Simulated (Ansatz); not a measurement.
The first iterations of a band of AlBrH4 (6 atoms, charge 0, multiplicity 1).

All numbers below come from RKS B3LYP/def2-SVP in Ansatz 0.2.0.

| Quantity | Value |
| --- | --- |
| movable images | 5 |
| climbing image | yes |
| spring | 5.0 eV/Å² |
| optimiser | quadratic models (default) |
| start path | through a guess of the saddle point |
| force threshold | 0.05 eV/Å |
| iteration limit | 60 |
| end points | relaxed |

Image 0:

```xyz
6
Properties=species:S:1:pos:R:3
Al 0.000 0.200 -0.005
H -0.006 0.747 1.490
H 1.370 0.133 -0.804
H -1.375 0.054 -0.787
Br 0.084 -2.543 0.970
H 0.082 -2.124 2.339
```

Image 6:

```xyz
6
Properties=species:S:1:pos:R:3
Al 0.022 -0.632 -0.233
H 0.009 0.293 2.016
H 1.393 0.114 -0.445
H -1.391 0.035 -0.427
Br 0.088 -2.884 0.132
H 0.034 -0.457 2.162
```

| iteration | highest image above the first end (eV) | largest band force component (eV/Å) |
| --- | --- | --- |
| 1 | 0.750 | 2.506 |
| 2 | 0.203 | 0.901 |

Problem. Does the band converge within its limit, and where does its top end?

Solution. The forces met the threshold. It ended after 8 iterations with the highest image 0.114 eV above the first end. A vibrational analysis at the climbing image gives one clearly imaginary mode, 292i cm⁻¹: a first-order saddle point. The orbitals stay closed-shell, which can raise the energy where a bond breaks towards radicals; this wasn't checked here.

The run took 63 s on 1 thread of Intel(R) Xeon(R) Platinum 8488C (Sapphire Rapids), with other jobs on the host, peak memory 0.16 GiB.
